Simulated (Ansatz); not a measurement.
Program: Ansatz. Geometries: PBE0-D4/def2-TZVP. ΔE: electronic, gas phase. CCSD(T)/CBS is the MP2 limit (def2-TZVPP, def2-QZVPP) plus CCSD(T) − MP2 in def2-TZVPP, frozen cores. Functionals use def2-TZVPP. For K outer-core shells are correlated without core-valence functions, which leaves a few kJ/mol of doubt a bond. Scalar relativity is left out up to krypton. One conformer a species, not always the lowest.

Reaction (formal exchange of groups at a K–H bond): `[KH]` + `COC1CCCO1` → `C[O][K]` + `C1CCOC1`

(1) Is it downhill or uphill in electronic energy at CCSD(T)/CBS, and by how much? (Best estimate.)

(2) What do these levels give: revPBE-D4, B97M-V, r2SCAN0-D4, BHLYP-D4, PBE-QIDH, r2SCANh? (Estimate.)

Largest T1 diagnostic among the species: 0.017.

Answers

(1) Ansatz gave: Downhill: ΔE = -147.6 kJ/mol.

(2) Ansatz gave: revPBE-D4 -126.5, B97M-V -113.4, r2SCAN0-D4 -137.7, BHLYP-D4 -133.5, PBE-QIDH -140.6, r2SCANh -141.8 kJ/mol.

From BLYP to BHLYP (50 % exact exchange), in def2-TZVPP and without D4, ΔE moves by +7.0 kJ/mol. Leaving LDA and LC-ωPBE aside and taking each functional with its dispersion term where it has one, the values, not all of them listed here, spread over 33.2 kJ/mol, from B2PLYP to B97M-V. LDA lies +23.2 kJ/mol from PBE without D4.
